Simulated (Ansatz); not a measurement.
Mo₅. Total charge 0; singlet. Geometry r2SCAN-D4/def2-SVP; atoms count from 1.

```xyz
5

Mo   -0.2933   -1.3395    0.8496
Mo   -0.9494    0.8698    1.0436
Mo    0.9494   -0.8698   -1.0435
Mo    1.2632    0.9313    0.3730
Mo   -0.9699    0.4081   -1.2226
```

In the def2 sets Mo takes a core potential; there is no spin–orbit coupling. The restricted singlet is unstable towards broken spin symmetry in Hartree–Fock (as tested in another run); at PBE0-D4/def2-TZVP this wasn't settled. No other spin state of charge 0 was run. Another isomer (quintet) lies 0.06 eV lower at PBE0-D4/def2-TZVP; other spin states weren't run for this one.

Question: Estimate the Mulliken populations from the PBE0/def2-TZVP orbitals of Ansatz.

Answer: 
```tsv
atom	charge (e)	d electrons
Mo1	0.03	4.83
Mo2	-0.04	4.80
Mo3	-0.04	4.80
Mo4	0.03	4.83
Mo5	0.03	4.83
```
Mulliken values and Mayer orders depend strongly on the basis.

Question: And the Mayer bond orders between bonded heavy atoms (over 0.3)?

Answer: Mo1–Mo2 2.13 (2.31 Å); Mo1–Mo3 2.13 (2.31 Å); Mo1–Mo4 0.71 (2.79 Å); Mo1–Mo5 0.71 (2.79 Å); Mo2–Mo4 2.13 (2.31 Å); Mo2–Mo5 2.13 (2.31 Å); Mo3–Mo4 2.13 (2.31 Å); Mo3–Mo5 2.13 (2.31 Å); Mo4–Mo5 0.71 (2.79 Å).
